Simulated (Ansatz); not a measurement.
Ansatz (a first-principles code) input (B3LYP-D3(BJ)/def2-TZVP):

Ansatz 0.2 input:
```yaml
crystal:
  periodic: [false, false, false]
  atoms:
    - {symbol: Sr, position_ang: [-0.08053828, -0.54825205, -0.21537451]}
    - {symbol: Cl, position_ang: [1.80220743, 1.00554733, -1.39944353]}
    - {symbol: Cl, position_ang: [-1.62218068, 0.21995724, 1.88086892]}
basis:
  gaussian:
    orbitals: def2-TZVP
hamiltonian:
  xc: b3lyp
  dispersion: d3bj
total_charge: -1
magnetization: {spin_polarized: true, initial_magnetization: 1}
phonons: {temperatures: {t_min: 298.15, t_max: 298.15, t_step: 100}}
```

Output:

```
Functional definition: B3LYP
integrals: 0.04 GiB planned
839 factors; their error is unknown
mean field: 0.48 GiB planned
mean field evaluation 1: about -25888.8417 eV, gradient 4.1e0 eV
mean field evaluation 2: about -25888.9430 eV, gradient 2.0e0 eV
mean field evaluation 4: about -25888.9571 eV, gradient 2.1e-1 eV
mean field evaluation 8: about -25889.0201 eV, gradient 4.0e-3 eV
mean field -25889.02005660 eV, -951.4039388721 hartree, gradient 2.7e-5 eV, S^2 0.750122; 0 other end points of the search recorded, 0 dependent functions left out
the calculation of the forces begins
reference -25889.02028847 eV, -951.4039473931 hartree; 23, 22 occupied and 84, 85 virtual orbitals, 839 factors
these checks for a lower state are left out or cut short: stability, starts, cluster_reference, orbital_swaps, neighbouring_geometries, increment
integrals: 0.04 GiB planned
839 factors; their error is unknown
mean field: 0.48 GiB planned
mean field evaluation 16: about -25888.9574 eV, gradient 9.9e-2 eV
mean field -25889.02003832 eV, -951.4039382003 hartree, gradient 2.0e-6 eV, S^2 0.750122; 0 other end points of the search recorded, 0 dependent functions left out
the calculation of the forces begins
reference -25889.02027016 eV, -951.4039467202 hartree; 23, 22 occupied and 84, 85 virtual orbitals, 839 factors
these checks for a lower state are left out or cut short: stability, starts, cluster_reference, orbital_swaps, neighbouring_geometries, increment
integrals: 0.04 GiB planned
839 factors; their error is unknown
mean field: 0.48 GiB planned
mean field -25889.02005244 eV, -951.4039387193 hartree, gradient 1.9e-6 eV, S^2 0.750122; 0 other end points of the search recorded, 0 dependent functions left out
the calculation of the forces begins
reference -25889.02028434 eV, -951.4039472413 hartree; 23, 22 occupied and 84, 85 virtual orbitals, 839 factors
these checks for a lower state are left out or cut short: stability, starts, cluster_reference, orbital_swaps, neighbouring_geometries, increment
integrals: 0.04 GiB planned
839 factors; their error is unknown
mean field: 0.48 GiB planned
mean field evaluation 32: about -25889.0201 eV, gradient 2.0e-5 eV
mean field -25889.02007954 eV, -951.4039397150 hartree, gradient 1.7e-6 eV, S^2 0.750122; 0 other end points of the search recorded, 0 dependent functions left out
the calculation of the forces begins
reference -25889.02031144 eV, -951.4039482370 hartree; 23, 22 occupied and 84, 85 virtual orbitals, 839 factors
these checks for a lower state are left out or cut short: stability, starts, cluster_reference, orbital_swaps, neighbouring_geometries, increment
integrals: 0.04 GiB planned
839 factors; their error is unknown
mean field: 0.48 GiB planned
mean field -25889.02001283 eV, -951.4039372636 hartree, gradient 1.6e-6 eV, S^2 0.750122; 0 other end points of the search recorded, 0 dependent functions left out
the calculation of the forces begins
reference -25889.02024467 eV, -951.4039457835 hartree; 23, 22 occupied and 84, 85 virtual orbitals, 839 factors
these checks for a lower state are left out or cut short: stability, starts, cluster_reference, orbital_swaps, neighbouring_geometries, increment
integrals: 0.04 GiB planned
839 factors; their error is unknown
mean field: 0.48 GiB planned
mean field -25889.02006185 eV, -951.4039390650 hartree, gradient 1.6e-6 eV, S^2 0.750122; 0 other end points of the search recorded, 0 dependent functions left out
the calculation of the forces begins
reference -25889.02029374 eV, -951.4039475868 hartree; 23, 22 occupied and 84, 85 virtual orbitals, 839 factors
these checks for a lower state are left out or cut short: stability, starts, cluster_reference, orbital_swaps, neighbouring_geometries, increment
integrals: 0.04 GiB planned
839 factors; their error is unknown
mean field: 0.48 GiB planned
mean field -25889.02004475 eV, -951.4039384364 hartree, gradient 1.3e-6 eV, S^2 0.750122; 0 other end points of the search recorded, 0 dependent functions left out
the calculation of the forces begins
reference -25889.02027659 eV, -951.4039469565 hartree; 23, 22 occupied and 84, 85 virtual orbitals, 839 factors
Total energy: -25889.14771451 eV, -951.4086302135 hartree
Atom 0 at    -0.080538    -0.548252    -0.215375 Å, force    -0.000191    -0.001302    -0.000512 eV/Å
Atom 1 at     1.802207     1.005547    -1.399444 Å, force     0.000884     0.000832    -0.000499 eV/Å
Atom 2 at    -1.622181     0.219957     1.880869 Å, force    -0.000693     0.000470     0.001011 eV/Å
Dipole moment:    -0.003816    -0.025979    -0.010205 e Å
Vibrations: 52.94 228.68 249.14 cm⁻¹, zero-point energy 0.032903 eV
```
